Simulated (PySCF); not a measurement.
## Core-level binding energies of `B[SiH](OC)OC`

Species: C₂H₉BO₂Si.
SMILES with atom numbers: `[BH2:1][SiH:2]([O:3][CH3:4])[O:5][CH3:6]`

Cartesian coordinates in Å at the PBE0-D3(BJ)/def2-SVP level; atoms count from 1:
```xyz
15
C2H9BO2Si angstrom
B     -1.1059    2.1940   -0.2878
Si    -0.0234    0.5867    0.2475
O      1.5240    0.7634   -0.3165
C      2.5088   -0.2306   -0.2141
O     -0.5998   -0.8383   -0.4067
C     -1.7093   -1.5425    0.0664
H     -2.3089    2.1174   -0.3930
H     -0.6014    3.2766   -0.4663
H     -0.0354    0.4257    1.7488
H      2.7727   -0.4376    0.8400
H      3.4162    0.1174   -0.7298
H      2.1829   -1.1768   -0.6786
H     -1.7782   -2.5032   -0.4670
H     -2.6558   -0.9956   -0.1031
H     -1.6357   -1.7600    1.1491
```

The calculation used delta-SCF UKS SCAN, pcX-2 on the ionised atom, pcseg-1 elsewhere, spin-free X2C (PySCF). These are vertical core ionisation energies against the vacuum level, from separate self-consistent calculations with and without the core hole.

Problem. What binding energy does each computed site have?

Solution. 
```json
{"atom(s)": "Si2", "bonded to": "2 O, H and B", "level": "Si 1s", "binding energy (eV)": "1847.20", "2p1/2 (eV)": "–", "count": "1"}
{"atom(s)": "O3/O5", "bonded to": "C and Si", "level": "O 1s", "binding energy (eV)": "537.89", "2p1/2 (eV)": "–", "count": "2"}
{"atom(s)": "C4/C6", "bonded to": "O and 3 H", "level": "C 1s", "binding energy (eV)": "292.19", "2p1/2 (eV)": "–", "count": "2"}
{"atom(s)": "Si2", "bonded to": "2 O, H and B", "level": "Si 2p3/2", "binding energy (eV)": "107.17", "2p1/2 (eV)": "107.80", "count": "1"}
```

Problem. Express the binding energy of C 1s of C4/C6 in atomic units and per mole.

Solution. 292.19 eV = 10.7378 Eh = 28192 kJ/mol.

Problem. Which photon energy gives electrons from C 1s of C4/C6 a kinetic energy of 150 eV, and what is their de Broglie wavelength?

Solution. hν = 292.19 + 150 = 442.19 eV, recoil neglected; λ = 12.264 Å/√(E/eV) = 1.00 Å.

Topologically equivalent atoms share the value of their first member; where this conformer doesn't relate them by symmetry, their own values could differ. Not every level is listed. The 2p values add to the ΔSCF energy of one spin-free hole a correction within the shell (spin–orbit coupling, ligand field). 2p1/2 minus 2p3/2 (ligand field included): Si 0.63 eV. No level of boron is listed. Isolated species at its PBE0-D3(BJ)/def2-SVP geometry (one conformer only).
